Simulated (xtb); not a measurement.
InHF2, SMILES [F][InH][F]. All values are semi-empirical tight-binding results from xtb (GFN2-xTB unless named), good for trends rather than for accurate numbers. Coordinates come from a GFN2-xTB optimisation.

For metal compounds this method's bond lengths and energies can be far off.

The point group as xtb finds it is C2v. The orbital gap is 3.78 eV and the zero-point energy is 4.4 kcal/mol. The G − E(el) at 298.15 K (modified RRHO) is -13.5 kcal/mol.
